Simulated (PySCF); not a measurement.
CH₇NOSeSi₂.
SMILES with atom numbers: `[O:1]=[CH:2][NH:3][SiH2:4][Se:5][SiH3:6]` (hydrogens: H7 on C2; H8 on N3; H9, H10 on Si4; H11, H12, H13 on Si6)

Method: PySCF 2.14.0, PBE0-D3(BJ)/def2-SVP geometry optimisation, gas phase; density fitting, grid level 1; the optimiser is geomeTRIC in internal coordinates, started from a GFN2-xTB structure with every atom displaced at random (about 0.01 Å).

Step 3: E = -85759.5556 eV
```
atom  x, y, z in Å  |  force x, y, z in eV/Å
O1      0.8816    1.0247    0.8897    0.034   0.321  -0.039
C2      1.3035    0.0257    1.4294   -0.185  -0.086   0.048
N3      1.1419   -1.2016    0.8821    0.168  -0.260   0.057
Si4     0.3434   -1.3468   -0.7004    0.051  -0.044  -0.001
Se5    -1.8355   -0.7578   -0.7355   -0.087   0.087   0.029
Si6    -1.6385    1.5423   -0.7634   -0.027  -0.044   0.006
H7      1.8262    0.0477    2.4156    0.016   0.006  -0.080
H8      1.4850   -2.0033    1.4027   -0.040   0.023  -0.025
H9      1.1314   -0.5901   -1.7079    0.007   0.029   0.004
H10     0.3712   -2.8128   -0.9680    0.016   0.025  -0.007
H11    -0.4978    1.9723   -1.6215   -0.002  -0.035   0.054
H12    -1.5855    2.1252    0.6047    0.016  -0.024  -0.046
H13    -2.9231    1.9580   -1.4087    0.034   0.003   0.001
```

Step 4: E = -85759.5596 eV
```
atom  x, y, z in Å  |  force x, y, z in eV/Å
O1      0.8423    1.0334    0.8413    0.023   0.082  -0.069
C2      1.2658    0.0435    1.3989    0.036  -0.154   0.221
N3      1.1325   -1.2017    0.8801    0.049   0.048  -0.055
Si4     0.3412   -1.3520   -0.7041   -0.001  -0.093  -0.082
Se5    -1.8404   -0.7679   -0.7334   -0.068   0.024   0.024
Si6    -1.6137    1.5256   -0.7387    0.003   0.016   0.000
H7      1.7865    0.0915    2.3843    0.004   0.016  -0.038
H8      1.4819   -1.9923    1.4117   -0.027   0.049   0.019
H9      1.1272   -0.5838   -1.7049    0.002   0.017   0.006
H10     0.3794   -2.8157   -0.9801    0.015   0.011  -0.007
H11    -0.4587    1.9402   -1.5833   -0.017  -0.016   0.024
H12    -1.5546    2.0926    0.6342   -0.029  -0.003  -0.032
H13    -2.8857    1.9703   -1.3872    0.009   0.003  -0.010
```

Step 5: E = -85759.5616 eV
```
atom  x, y, z in Å  |  force x, y, z in eV/Å
O1      0.9239    1.0560    0.8631   -0.120  -0.058   0.070
C2      1.2916    0.0410    1.4182    0.218   0.059  -0.174
N3      1.1281   -1.1927    0.8774   -0.036   0.030   0.008
Si4     0.3296   -1.3454   -0.7048    0.024  -0.001  -0.020
Se5    -1.8604   -0.7701   -0.7283    0.014  -0.030   0.042
Si6    -1.6357    1.5198   -0.7458    0.010   0.019  -0.068
H7      1.8275    0.0605    2.3950   -0.062  -0.018   0.046
H8      1.4657   -1.9895    1.4051   -0.042  -0.032   0.044
H9      1.1105   -0.5698   -1.7047   -0.022   0.013   0.004
H10     0.3758   -2.8072   -0.9849    0.007   0.000   0.004
H11    -0.4537    1.9195   -1.5561    0.004   0.003   0.006
H12    -1.6145    2.0982    0.6209    0.006   0.001   0.037
H13    -2.8847    1.9633   -1.4364   -0.003   0.014   0.002
```

**Question.** Estimate the geometry and energy of step 6. (The exact step hangs on the optimiser's Hessian estimate; all steps are aligned on step 5, rigid shifts and turns removed.)

**Answer.** E = -85759.5654 eV, largest force 0.066 eV/Å
```
atom  x, y, z in Å  |  force x, y, z in eV/Å
O1      0.8939    1.0525    0.8894    0.004  -0.033  -0.015
C2      1.2981    0.0383    1.4191   -0.057   0.026   0.019
N3      1.1380   -1.1928    0.8721    0.035   0.013  -0.038
Si4     0.3279   -1.3430   -0.7043    0.006   0.000  -0.009
Se5    -1.8629   -0.7709   -0.7041    0.007  -0.015   0.029
Si6    -1.6326    1.5197   -0.7510    0.005   0.008  -0.030
H7      1.8270    0.0521    2.4000    0.020  -0.006  -0.002
H8      1.4754   -1.9913    1.3982   -0.017  -0.016   0.019
H9      1.0942   -0.5580   -1.7079   -0.012   0.014   0.007
H10     0.3804   -2.8033   -0.9911    0.003   0.002   0.004
H11    -0.4498    1.9045   -1.5674    0.007   0.002   0.003
H12    -1.6054    2.1136    0.6097   -0.001  -0.002   0.016
H13    -2.8807    1.9622   -1.4442    0.002   0.008  -0.002
```

The energy changes by -0.0038 eV. The first-order estimate −F·Δx gives -0.0075 eV and the mean of the old and new forces, exact on a quadratic surface, -0.0040 eV. The step makes an angle of 71° with the force vector and moves no atom by more than 0.040 Å.

What follows is the cost of the whole optimisation. Time: 2.1 min; peak memory 0.58 GiB. Hardware: an Arm Neoverse V1 with one thread, no GPU (shared host).
